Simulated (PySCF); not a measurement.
HOSi, SMILES O=[SiH], multiplicity 2.

Geometry: PBE-D3(BJ)/def2-TZVPD. The isomer is the one that the SMILES or the coordinates give; other isomers of the formula were not compared.

These are TDA-LC-ωPBE/def2-TZVPD in PySCF values and carry that method's errors.

Vertical excitations. The molecule is in vacuum.

| state | energy (eV) | λ (nm) | f | main pairs |
|---|---|---|---|---|
| root 1 | 2.89 | 429 | 0.011 | α HOMO→LUMO 94 % |
| root 2 | 3.45 | 359 | 0.018 | α HOMO−1→LUMO 8 %, β HOMO→LUMO 86 % |
| root 3 | 3.73 | 332 | 0.007 | β HOMO−1→LUMO 91 % |
| root 4 | 4.48 | 277 | 0.001 | α HOMO−1→LUMO 43 %, β HOMO−2→LUMO 29 %, β HOMO−1→LUMO+1 18 % |
| root 5 | 4.82 | 257 | 0.010 | α HOMO−1→LUMO 6 %, β HOMO−2→LUMO 59 %, β HOMO−1→LUMO+1 28 % |
| root 6 | 4.86 | 255 | 0.000 | α HOMO−2→LUMO 31 %, β HOMO→LUMO+1 60 % |
| root 7 | 5.41 | 229 | 0.012 | α HOMO−2→LUMO 61 %, β HOMO→LUMO+1 32 % |
| root 8 | 5.80 | 214 | 0.013 | α HOMO→LUMO+2 82 % |
| root 9 | 6.17 | 201 | 0.003 | α HOMO−3→LUMO 23 %, β HOMO−2→LUMO+1 68 % |
| root 10 | 6.69 | 185 | 0.083 | α HOMO→LUMO+1 32 %, α HOMO→LUMO+3 28 %, α HOMO−1→LUMO 7 %, α HOMO→LUMO+2 5 %, β HOMO−1→LUMO+1 9 %, β HOMO−3→LUMO 6 % |
Unrestricted roots are not spin-pure.
